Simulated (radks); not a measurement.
Problem. Radial electron density D(r) = 4 pi r^2 rho(r) of an atom or ion with 35 electrons. Method: non-relativistic Kohn-Sham, LDA (Slater exchange, Perdew-Wang correlation), spin-unpolarised, spherical densities, point nucleus; computed with a radial shooting solver on a logarithmic mesh with Libxc functionals.

r (bohr),D(r) (e/bohr)
0.001663,3.582
0.002114,5.504
0.002709,8.456
0.003472,12.75
0.004413,18.55
0.005656,26.52
0.007247,36.48
0.009213,47.42
0.01181,58.58
0.01513,67.20
0.01923,70.79
0.02465,68.86
0.03158,64.22
0.04015,63.51
0.05145,72.01
0.06593,86.34
0.08382,93.01
0.1074,83.41
0.1376,68.64
0.175,68.93
0.2242,78.17
0.2873,67.78
0.3653,39.34
0.4681,20.99
0.5998,17.73
0.7625,11.66
0.9771,3.518
1.252,0.4055
1.592,0.01660
2.04,0.0001497

What is the nuclear charge?

Solution. Z = 56. The innermost maximum, from 1s, lies near 1/Z = 0.0179 bohr (found: 0.0199), and its height grows with Z. The density is that of the barium ion Ba21+ in [Ar] 3d10 4s2 4p5; the configuration itself is not fixed sharply by these data, and Z only to a few units. D(r) has 3 maxima, at r = 0.0199, 0.0825, 0.232 bohr, and minima at 0.0368, 0.154 bohr, inside which lie 2.00, 11.22 electrons.
